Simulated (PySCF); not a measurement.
# Ru₂H₆, singlet: data card

All numbers come from PBE0/[Ru def2-TZVP with ECP28, H def2-TZVP], scalar-relativistic core potentials, density fitting, no spin–orbit coupling, PySCF.

The structure is a higher-order saddle point with 2 imaginary modes.

Z-matrix (Å, degrees; charge 0 multiplicity 1):
```
Ru
Ru 1 2.2302
H  1 1.7168 2 49.49
H  1 1.7168 2 49.49 3 -133.70
H  1 1.6580 2 106.92 3 113.15
H  1 1.6000 2 105.79 3 -66.85
H  2 1.6580 1 106.92 3 -113.15
H  2 1.6000 1 105.79 3 66.85
```

| Property | Result |
| --- | --- |
| Point group | C2v |
| Bond lengths | Ru–H 1.600 Å (×2), Ru–H 1.658 Å (×2), Ru–H 1.717 Å (×4) |
| Bond angles | H–Ru–H 83.6° (×4), H–Ru–H 88.7° (×2), H–Ru–H 118.4° (×4), H–Ru–H 147.3° (×2), Ru–H–Ru 81.0° (×2) |
| Atomisation energy without zero-point energy | 1610 kJ/mol |
| Lowest empty level | -3.93 eV |
| Highest occupied level | -6.73 eV |
| Dipole moment | 0.93 D |
| Principal quadrupole moments (Buckingham, traceless) about the centre of mass | -12.34, 0.96, 11.38 D Å |
| Rotational constants | 1.269, 0.0633, 0.06157 cm⁻¹ |
| Zero-point energy (real modes) | 101.5 kJ/mol |
| Principal polarisabilities | 60.1, 85.5, 99.4 bohr³ |

Harmonic modes (masses in u: Ru 101.904, H 1.008):
```tsv
symmetry	ω (cm⁻¹)	IR (km/mol)	μ (u)
b2	398i	–	1.02
a2	347i	–	1.01
b1	129	15.8	1.06
a1	232	123	1.01
a1	330	5.1	10.88
a1	469	44.3	1.06
b1	612	95.6	1.02
a2	614	0.0	1.02
b2	630	0.4	1.02
a2	663	0.0	1.05
b1	923	21.9	1.03
a1	947	0.3	1.05
b2	1761	74.1	1.02
b1	1820	221	1.03
a1	1844	179	1.02
a1	1884	45.8	1.02
b1	2043	172	1.01
a1	2062	58.2	1.01
```

In C2v the vibrations span 3b2 + 3a2 + 5b1 + 7a1. The a2 modes carry no infrared intensity, as symmetry demands.

Charges (e):
```csv
atom,Mulliken,Löwdin,polar tensor,Mayer order to Ru1
Ru1,-0.04,-0.16,0.24,–
Ru2,-0.04,-0.16,0.24,1.58
"H3,4",0.11,0.14,-0.01,0.50
H5,-0.08,-0.02,-0.19,0.82
H6,0.01,0.04,-0.04,0.90
H7,-0.08,-0.02,-0.19,0.14
H8,0.01,0.04,-0.04,0.07
```
Other Mayer orders above 0.3: Ru–H 0.50 (×2), Ru–H 0.82, Ru–H 0.90.

Mulliken populations on Ru1 (electrons outside its core potential): s 2.65, p 6.52, d 6.86, f 0.01.

Only a few start shapes were tried, so a lower isomer may exist. At the minimum of this search the closed-shell solution is unstable towards spin polarisation, so a lower open-shell solution exists.

The final relaxation and frequency run took 120 s on 4 threads of a shared Arm Neoverse V1 host, with 116 basis functions and 24 gradients; the process peaked at 2.1 GiB.
